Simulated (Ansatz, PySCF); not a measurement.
Ways to break one bond of ClCCl [dichloromethane]:

A. ClCCl [dichloromethane] → Cl[CH]Cl + H atom
B. ClCCl → [CH2]Cl + Cl atom

Quantity: bond dissociation energy (enthalpy at 298 K, with B3LYP-D3(BJ) rigid-rotor harmonic-oscillator terms from PySCF), kcal/mol. Each molecule is optimised on its own at B3LYP-D3(BJ)/def2-TZVP (Ansatz, a quantum-chemistry and plane-wave program). Valence correlation only, unless marked. Open shells are spin-unrestricted. No spin-orbit coupling. No relativistic terms. CBS(X,Y): correlation extrapolated as X^-3; Hartree-Fock from the larger set. [CCSD(T)-MP2]/basis is that difference in the basis named.

Question: Rank them by bond dissociation energy at RI-MP2/CBS(aug-cc-pV(T+d)Z,aug-cc-pV(Q+d)Z)+[CCSD(T)-MP2]/aug-cc-pV(T+d)Z (Ansatz), lowest first.

Answer: B (80.2 kcal/mol), A (96.6 kcal/mol)
